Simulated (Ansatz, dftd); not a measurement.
Species: H₄BPO, charge 0, singlet. H4BPO (SMILES B(P)O).
B3LYP-D3(BJ)/def2-TZVP minimum from Ansatz (a first-principles code):
```xyz
7

B     -0.0584    -0.7320     0.4794
H     -0.8307    -1.3011     1.1891
O      1.1635    -1.2990     0.3454
H      1.7725    -0.8312    -0.2367
P     -0.5533     0.9796    -0.2568
H     -1.8083     0.5831    -0.7742
H      0.1494     0.9065    -1.4869
```

Wanted: atomisation energy (electronic, to ground-state atoms), in kcal/mol. Open shells are spin-unrestricted; no spin-orbit coupling. Cores are frozen in correlated methods. Rows without X2C or -DK are non-relativistic. CBS(X,Y): correlation extrapolated as X^-3, Hartree-Fock from the larger set. A bracket is a step between two methods taken in the basis named. The functionals are non-relativistic, so their misses hold any scalar relativity. '+ core + X2C': CCSD(T) terms for core correlation (cc-pwCVTZ, 1s frozen past Ne) and scalar relativity (cc-pVTZ-DK). For partners of very few electrons the exact lower level stands in for a higher one.

```csv
level,program,atomisation energy (kcal/mol),difference against the last row
r2SCAN-D4/def2-TZVPD,Ansatz + dftd4,568.5,1.0
B3LYP/def2-TZVPD,Ansatz,565.6,-1.9
wB97X-V/def2-TZVPD,Ansatz,570.9,3.4
MP2/cc-pV(Q+d)Z,Ansatz,564.6,-2.9
CCSDT(Q)/cc-pV(D+d)Z,Ansatz,518.2,-49.3
"CCSD(T)/CBS(cc-pV(T+d)Z,cc-pV(Q+d)Z) + [CCSDT(Q) - CCSD(T)]/cc-pV(D+d)Z + core + X2C",Ansatz,567.5,0.0
```
